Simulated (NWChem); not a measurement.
System: Cd

The following NWChem deck was run.

```
start job
memory heap 200 mb stack 900 mb global 1100 mb
geometry units angstroms noautosym nocenter noautoz
  Cd     0.000000     0.000000     0.000000
end
basis spherical
  * library def2-svpd
end
ecp
  Cd library def2-ecp
end
dft
  xc pbe0
  iterations 150
end
property
  response 1 0.0
end
task dft property
```

def2 effective core potentials on Cd; no spin-orbit coupling.

Static field.

Predict the main results of this run. (PBE0/def2-SVPD with def2 effective core potentials on Cd.) Quantities: basis functions; isotropic polarisability (bohr³); anisotropy (bohr³).


```json
{
  "number_of_basis_functions": "34",
  "isotropic polarisability (bohr³)": "48.6",
  "anisotropy (bohr³)": "0.0"
}
```
